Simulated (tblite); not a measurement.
C6H13N (charge +1 and doublet state).
Structure used (GFN2-xTB), in Å, numbered top down from 1:
```xyz
20
C6H13N angstrom
C     -0.8710   -1.5732    0.9047
C     -0.4228   -0.7917   -0.0954
C     -1.0189    0.5010   -0.4772
C     -1.9990    1.1439    0.4718
C      0.8015   -1.1593   -0.8769
C      1.9350   -0.1861   -0.4681
N      1.6203    1.1557   -0.8625
H     -0.3828   -2.4984    1.1592
H     -1.7779   -1.3463    1.4385
H     -1.4112    0.4639   -1.4986
H     -0.1006    1.1696   -0.5925
H     -1.6115    1.1823    1.4867
H     -2.9342    0.5822    0.4856
H     -2.2384    2.1533    0.1469
H      1.1171   -2.1775   -0.6600
H      0.6228   -1.0675   -1.9490
H      2.0762   -0.2211    0.6139
H      2.8532   -0.5431   -0.9513
H      1.6985    1.3336   -1.8575
H      2.0385    1.8896   -0.3055
```

Structure optimised with GFN2-xTB, isolated species. This method treats the open shell by occupation alone, without spin polarisation.

Masses are those of the commonest isotopes; rigid-rotor values at the optimised geometry. The values belong to one conformer with, in the numbering `[CH2:1]=[C:2]([CH2:3][CH3:4])[CH2:5][CH2:6][NH2+:7]`, C1–C2–C3–C4 14°, C1–C2–C5–C6 -108°, C2–C5–C6–N7 -65°, C5–C6–N7–H -74° and 153°.

**Question.** Give the principal moments of inertia and the rotational constants in MHz.

**Answer.** Ia = 145.46, Ib = 250.82, Ic = 349.91 u·Å²; 505379 MHz·u·Å²/I gives A = 3474, B = 2015, C = 1444 MHz.

**Question.** Classify the top.

**Answer.** An asymmetric top; Ray's κ = -0.438.

**Question.** Is it planar, by Δ = Ic − Ia − Ib?

**Answer.** Not planar: Δ = Ic − Ia − Ib = -46.37 u·Å². For a rigid frame Δ = −2 Σ m c², so Σ m c² = 23.18 u·Å² lies off the ab plane: 11.26 from hydrogen and 11.93 from heavier atoms. The atom farthest from that plane is 1.60 Å away.

**Question.** Give the other two planar moments, Paa and Pbb, and the rms extents of the mass along the axes.

**Answer.** Paa = Σ m a² = (Ib + Ic − Ia)/2 = 227.63 and Pbb = Σ m b² = (Ia + Ic − Ib)/2 = 122.28 u·Å². With the mass M = 99.10 u, the rms extents √(P/M) along a, b and c are 1.52, 1.11, 0.48 Å.

**Question.** Where do the levels up to J = 4 lie, in K?

**Answer.** Above 0(0,0), as E/k:
J = 1: 1(0,1) 0.166, 1(1,1) 0.236, 1(1,0) 0.263
J = 2: 2(0,2) 0.491, 2(1,2) 0.541, 2(1,1) 0.623, 2(2,1) 0.833, 2(2,0) 0.840
J = 3: 3(0,3) 0.965, 3(1,3) 0.994, 3(1,2) 1.157, 3(2,2) 1.331, 3(2,1) 1.362, 3(3,1) 1.753, 3(3,0) 1.754
J = 4: 4(0,4) 1.578, 4(1,4) 1.593, 4(1,3) 1.860, 4(2,3) 1.990, 4(2,2) 2.071, 4(3,2) 2.428, 4(3,1) 2.435, 4(4,1) 3.005, 4(4,0) 3.005
The levels of one J sum to (2J + 1)J(J + 1)(A + B + C)/3.

**Question.** Estimate the classical rotational partition function at 50 K, 100 K and 500 K.

**Answer.** Point group C1, symmetry number σ = 1; q = (√π/σ)·√((kT/h)³/(ABC)), k/h = 20836.6 MHz/K: 18700 at 50 K, 53000 at 100 K, 593000 at 500 K.

For this open shell read J as N, the rotation without spin; fine and hyperfine splittings come on top. Its GFN2-xTB frequencies are all real (lowest 89 cm⁻¹). These are rigid-rotor constants of the computed structure; measured ground-state constants (B0) also hold zero-point vibration.

Hardware: an Arm Neoverse V2 with one thread, no GPU (shared host). Cost: 0.92 s of wall time. This is the geometry optimisation.
